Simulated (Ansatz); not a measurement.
The first iterations of a band of BrCl$_{2}$HZn (5 atoms, charge 0, multiplicity 1).

Computed with RKS PBE0-D4/def2-SVP in Ansatz.

```json
{
 "movable images": "7",
 "climbing image": "yes",
 "spring": "2.0 to 10.0 eV/Å², energy-weighted",
 "optimiser": "quadratic models (default)",
 "start path": "through a guess of the saddle point",
 "force threshold": "0.05 eV/Å",
 "iteration limit": "60",
 "end points": "relaxed"
}
```

First end point:

```xyz
5
Properties=species:S:1:pos:R:3
Zn -0.030 0.000 0.132
Cl 0.522 0.000 2.205
Cl 0.140 0.000 -1.972
Br -2.723 0.000 0.887
H -1.955 0.000 2.105
```

Last end point:

```xyz
5
Properties=species:S:1:pos:R:3
Zn -0.889 0.000 -0.245
Cl 0.219 0.000 2.163
Cl 0.645 0.000 -1.700
Br -2.980 0.000 0.650
H -1.041 0.000 2.489
```

| iteration | highest image above the first end (eV) | largest band force component (eV/Å) |
| --- | --- | --- |
| 1 | 0.903 | 2.642 |
| 2 | 0.368 | 0.878 |

Does the band converge within its limit, and where does its top end?

The run converged. It ended after 7 iterations with the highest image 0.114 eV above the first end. Another band between the same ends (7 images) ends at a top of the same energy, where a vibrational analysis finds 1 clearly imaginary mode. The orbitals stay closed-shell, which can raise the energy where a bond breaks towards radicals; this wasn't checked here.

The run took 75 s on 2 threads of AMD EPYC 9R45 96-Core Processor (Zen 5) (shared host), peak memory 0.31 GiB.
